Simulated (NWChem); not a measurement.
System: SiF2, singlet; SMILES F[Si]F

```xyz
3

Si     0.0000     0.0000     0.5714
F      1.2460     0.0000    -0.4602
F     -1.2460     0.0000    -0.4602
```
Atoms are numbered in this order, from 1.

Low-valent species are run as closed-shell singlets; no triplet was tried in these runs. All runs use the structure optimised with B3LYP/6-31G* (spherical d).

Problem. Give the principal values of the shielding tensors (ppm) of Si1, F2 from PBE/pcSseg-2, GIAO (NWChem), with their diamagnetic and paramagnetic parts as GIAO splits them.

Solution. 
```csv
atom,σ11,σ22,σ33,isotropic,diamagnetic,paramagnetic
Si1,157.3,298.1,496.0,317.1,874.2,-557.1
F2,-184.7,158.8,364.6,112.9,470.7,-357.8
```
